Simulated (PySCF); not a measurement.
# MnH: one state, many levels of theory

State: ⁷Σ⁺ (septet), unpaired electrons σ ↑↑, π ↑↑, δ ↑↑. Set-up: basis Mn def2-TZVPP, H def2-TZVPP; no relativity; PySCF 2.14. De refers to Mn (3d5 4s2) + H in their high-spin ground configurations, without counterpoise correction. The functionals are run spin-unrestricted. A positive dipole means Mn(−)H(+). Levels whose curve was spin-contaminated or gave no clean fit are not listed.

```
      Level  Re (Å)  ωe (cm⁻¹)  De (eV)  μ (D)
        UHF   1.786       1544      n/a  -1.65
    UHF-MP2   1.717       1602      n/a    n/a
UHF-SCS-MP2   1.731       1575      n/a    n/a
   UHF-CCSD   1.733       1548     1.69    n/a
UHF-CCSD(T)   1.730       1544     1.65    n/a
        PBE   1.715       1522     1.94  -0.90
     r²SCAN   1.714       1562     2.15  -1.16
      B3LYP   1.735       1505     1.68  -1.20
       PBE0   1.727       1546     1.86  -1.18
    r²SCAN0   1.729       1559     2.00  -1.37
       MN15   1.710       1595     1.65  -1.30
  CAM-B3LYP   1.728       1547     1.74  -1.18
```

Q: Which functional lies closest to UHF-CCSD(T) in De, which farthest, and by how much do they differ from it?

A: Closest is MN15 (-2.0 pm in Re, +3.3 % in ωe, +0.00 eV in De against UHF-CCSD(T) in the same basis), farthest r²SCAN (-1.6 pm in Re, +1.2 % in ωe, +0.50 eV in De). CCSD(T) converges more slowly with the basis than the functionals do and binds too weakly in this one, so the order can change at the basis-set limit.

Q: What does the step from GGA to meta-GGA do here, going from PBE to r²SCAN?

A: r²SCAN less PBE: -0.1 pm in Re, +2.6 % in ωe, +0.21 eV in De. 

Q: What does a quarter of exact exchange do here, going from r²SCAN to r²SCAN0?

A: r²SCAN0 less r²SCAN: +1.5 pm in Re, -0.2 % in ωe, -0.15 eV in De. Exact exchange removes part of the self-interaction that spreads semilocal densities, and in most molecules shortens and stiffens the bond and lowers De; here Re and ωe go the other way.

Measured (Huber and Herzberg, Constants of Diatomic Molecules (1979)): Re = 1.7311 Å, ωe = 1548.0 cm⁻¹.

Correlated steps freeze 5 core orbitals. The metal atom is held in its measured ground configuration; semilocal functionals can put another filling of s and d lower by some tenths of an eV, and De to that atom would be smaller. With d or f electrons several states lie close, and the lowest PBE0 determinant need not be the measured ground state.

The whole job (state search and all levels along the bond) took about 13 min on 1 thread of Arm Neoverse V2 (shared host), peak memory 2.2 GiB.
